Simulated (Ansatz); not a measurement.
Born–Oppenheimer molecular dynamics of AlBrHS (4 atoms, charge 0, multiplicity 2). It starts at the highest image of a converged band, a first-order saddle point between two minima.

Computed with UKS B3LYP-D4/def2-SVP (Ansatz 0.2.0).

```
ensemble                      : NVE (velocity Verlet)
time step                     : 0.5 fs
steps asked                   : 200
starting velocities drawn for : 300 K
seed                          : 12055
```

First frame:

```xyz
4
Properties=species:S:1:pos:R:3
S 0.215 1.290 -1.249
Al -0.010 -0.261 0.166
Br 0.180 -2.466 0.588
H -0.329 1.377 0.475
```

Problem. How far do the bonds stretch over the last three quarters of this one trajectory? (Pairs bonded in most of those frames.)

Solution. 
| bond | mean (Å) | spread (Å) | shortest | longest |
| --- | --- | --- | --- | --- |
| S1–Al2 | 2.319 | 0.092 | 2.16 | 2.44 |
| S1–H4 | 1.397 | 0.118 | 1.22 | 1.58 |
| Al2–Br3 | 2.443 | 0.132 | 2.20 | 2.60 |

Mean temperature of the second half: 2276 K. The conserved energy stayed within 0.97 meV per atom of its start (net change -0.94 meV per atom), so the integration is sound. The system heated up, since it started high on the potential surface and ran downhill. A run of 0.1 ps of so small a system gives no equilibrium averages.

The run took 7.4 min on 2 threads of Arm Neoverse V1, with other jobs on the host, peak memory 0.2 GiB.
